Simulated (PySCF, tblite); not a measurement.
C3H8F2Si.
Atom-mapped SMILES: `[CH3:1][C@@H:2]([F:3])[CH2:4][SiH2:5][F:6]` (hydrogens: H7, H8, H9 on C1; H10 on C2; H11, H12 on C4; H13, H14 on Si5)

Cartesian coordinates in Å at the GFN2-xTB level; atoms count from 1:
```
atom  x, y, z in Å
C1    -2.0840    0.0692   -0.1425
C2    -0.6861   -0.4789    0.0977
F3    -0.4207   -1.4392   -0.8724
C4     0.3976    0.5865    0.0396
Si5    2.1511   -0.1496    0.0787
F6     3.1478    1.1165    0.1843
H7    -2.8131   -0.7373   -0.1277
H8    -2.1270    0.5581   -1.1131
H9    -2.3350    0.7887    0.6316
H10   -0.6416   -1.0196    1.0523
H11    0.2485    1.2680    0.8781
H12    0.2632    1.1711   -0.8733
H13    2.3862   -0.9101    1.2986
H14    2.5126   -0.8240   -1.1542
```

Method used: PBE0/def2-SVPD in PySCF (dipole) on a GFN2-xTB geometry, gas phase.

Take the most abundant isotopes and a rigid rotor. The values belong to one conformer with, in the numbering `[CH3:1][C@@H:2]([F:3])[CH2:4][SiH2:5][F:6]`, C1–C2–C4–Si5 -171°, C2–C4–Si5–F6 -174°.

Q: What are A, B and C (MHz)?

A: Ia = 75.09, Ib = 388.14, Ic = 438.64 u·Å²; 505379 MHz·u·Å²/I gives A = 6731, B = 1302, C = 1152 MHz.

Q: What kind of rotor is it?

A: A near-prolate asymmetric top: κ = (2 × 1302 − 6731 − 1152)/(6731 − 1152) = -0.95.

Q: What does the inertial defect say?

A: Not planar: Δ = Ic − Ia − Ib = -24.59 u·Å². For a rigid frame Δ = −2 Σ m c², so Σ m c² = 12.29 u·Å² lies off the ab plane: 8.20 from hydrogen and 4.09 from heavier atoms. The atom farthest from that plane is 1.57 Å away.

Q: Give the other two planar moments, Paa and Pbb, and the rms extents of the mass along the axes.

A: Paa = Σ m a² = (Ib + Ic − Ia)/2 = 375.85 and Pbb = Σ m b² = (Ia + Ic − Ib)/2 = 62.79 u·Å². With the mass M = 110.04 u, the rms extents √(P/M) along a, b and c are 1.85, 0.76, 0.33 Å.

Q: Which types of transition are allowed, and where do some lines up to J = 4 fall?

A: The dipole components are |μa| = 1.77 D, |μb| = 1.11 D, |μc| = 0.89 D. Intensities carry the squares of the components, which stand as 1.00 : 0.40 : 0.25 (a : b : c). Some lines, for components of 0.1 D or more:

| type | branch | J(Ka,Kc) | MHz | lower level (cm⁻¹) |
| --- | --- | --- | --- | --- |
| a | R | 1(0,1) ← 0(0,0) | 2454 | 0.000 |
| c | Q | 4(1,4) ← 4(0,4) | 4792 | 0.817 |
| a | R | 3(1,3) ← 2(1,2) | 7136 | 0.422 |
| a | R | 3(0,3) ← 2(0,2) | 7350 | 0.245 |
| a | R | 4(2,3) ← 3(2,2) | 9814 | 1.225 |
| a | R | 4(3,1) ← 3(3,0) | 9823 | 2.143 |
| a | R | 4(2,2) ← 3(2,1) | 9845 | 1.226 |
| c | Q | 4(2,3) ← 4(1,3) | 15767 | 1.027 |
| c | Q | 3(2,2) ← 3(1,2) | 16063 | 0.690 |
| c | Q | 2(2,1) ← 2(1,1) | 16286 | 0.437 |
| c | R | 2(2,1) ← 1(1,1) | 21494 | 0.263 |
| b | R | 2(2,0) ← 1(1,1) | 21497 | 0.263 |
| c | R | 3(2,1) ← 2(1,1) | 23664 | 0.437 |
| b | R | 4(2,2) ← 3(1,3) | 26822 | 0.660 |
| c | Q | 4(3,2) ← 4(2,2) | 27482 | 1.554 |
| b | Q | 4(3,1) ← 4(2,2) | 27482 | 1.554 |
| b | R | 4(4,1) ← 3(3,0) | 48342 | 2.143 |
| b | R | 4(4,0) ← 3(3,1) | 48342 | 2.143 |

Its GFN2-xTB frequencies are all real (lowest 44 cm⁻¹). Constants of a rigid frame at the computed geometry: no zero-point averaging, no centrifugal distortion. A rigid rotor knows nothing of internal rotation, which can split or shift real lines.
